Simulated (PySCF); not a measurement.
## Magnetic susceptibility: `C([Se]COC)=C=O`, C$_{4}$H$_{6}$O$_{2}$Se

Cartesian coordinates in Å; atom numbers follow the order of the lines, from 1:
```xyz
13

C    -2.2289    0.2860    0.0946
O    -0.9847   -0.0517   -0.4686
C    -0.2211   -0.8846    0.3392
Se    1.3562   -1.3912   -0.7185
C     2.0661    0.3665   -1.0378
C     2.9184    0.7697   -0.1520
O     3.6643    1.0569    0.6893
H    -2.1002    0.8220    1.0427
H    -2.7301    0.9300   -0.6248
H    -2.8363   -0.6096    0.2739
H    -0.7455   -1.8159    0.5991
H     0.1112   -0.3832    1.2611
H     1.7263    0.9056   -1.8997
```

Level of theory: PySCF, GIAO CAM-B3LYP/pcSseg-1 magnetisability, rotational g tensor and spin-rotation constants, non-relativistic, gas phase. Geometry: GFN2-xTB.

The calculation is non-relativistic, which matters for the atoms heavier than Zn.

Problem. What are the magnetisability and the molar susceptibility?

Solution. Isotropic -1301 × 10⁻³⁰ J/T², or -78.4 × 10⁻⁶ cm³/mol; principal values -1366, -1292, -1246 × 10⁻³⁰ J/T², anisotropy 106 × 10⁻³⁰ J/T² (root of half the summed squared differences of the principal values). The susceptibility is in cgs units.

Problem. Split it along the inertial axes a, b, c into diamagnetic and paramagnetic parts about the centre of mass, with the quadrupole moment.

Solution. 
| axis | χ (10⁻⁶ cm³/mol) | diamagnetic (10⁻⁶ cm³/mol) | paramagnetic (10⁻⁶ cm³/mol) | summed x² of all electrons (Å²) | quadrupole Θ (D Å) |
| --- | --- | --- | --- | --- | --- |
| a | -81.1 | -527.9 | 446.8 | 248.8 | +1.26 |
| b | -77.4 | -1188.9 | 1111.5 | 93.0 | -1.86 |
| c | -76.6 | -1449.7 | 1373.1 | 31.5 | +0.61 |

Anisotropies 2χaa − χbb − χcc = -8.1 and 2χbb − χaa − χcc = +2.8 × 10⁻⁶ cm³/mol. Θ is traceless in Buckingham's convention.

Problem. And the rotational g tensor?

Solution. 
| axis | rotational constant (GHz) | g | nuclear part | electronic part |
| --- | --- | --- | --- | --- |
| a | 2.5724 | -0.0168 | 0.5232 | -0.5400 |
| b | 1.0829 | -0.0080 | 0.5574 | -0.5654 |
| c | 0.8435 | -0.0071 | 0.5370 | -0.5441 |

Asymmetric top; isotopes 12C, 1H, 16O, 80Se; no vibrational averaging.
